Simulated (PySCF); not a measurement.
A species of formula C3H12FPSi2 has this rotational fingerprint, computed with PBE0/pcSseg-1 in PySCF (dipole) on a GFN2-xTB geometry, gas phase:

| Item | Value |
| --- | --- |
| Rotational constants | A = 2385, B = 688.9, C = 620.6 MHz |
| Dipole components | \|μa\| = 1.52 D, \|μb\| = 0.95 D, \|μc\| = 0.75 D |
| Inertial defect | -131.05 u·Å² |
| κ | -0.92 |

Question: Which candidate fits, each taken in the one conformer that was computed?
A. `[CH3:1][CH:2]([CH3:3])[Si@H:4]([F:5])[SiH2:6][PH2:7]` with C1–C2–Si4–F5 -175°, C2–Si4–Si6–P7 174°, Si4–Si6–P7–H 50° and -43°
B. `[CH3:1][CH2:2][CH2:3][Si@@H:4]([F:5])[SiH2:6][PH2:7]` with C1–C2–C3–Si4 61°, C2–C3–Si4–F5 156°, C3–Si4–Si6–P7 -155°, Si4–Si6–P7–H -49° and 44°

Answer: A. It is CC(C)[Si@H](F)[SiH2]P, a near-prolate asymmetric top, point group C1. The candidates at the same level (rigid rotor, commonest isotopes):

```csv
SMILES,A (MHz),B (MHz),C (MHz),μa (D),μb (D),μc (D),Δ (u·Å²),point group,rotor
CC(C)[Si@H](F)[SiH2]P,2385,688.9,620.6,1.52,0.95,0.75,-131.05,C1,near-prolate asymmetric top
CCC[Si@@H](F)[SiH2]P,2300,689.7,558.7,2.05,0.84,0.31,-47.97,C1,asymmetric top
```

`CCC[Si@@H](F)[SiH2]P` has C 10 % too low. No structure here is proved a minimum.
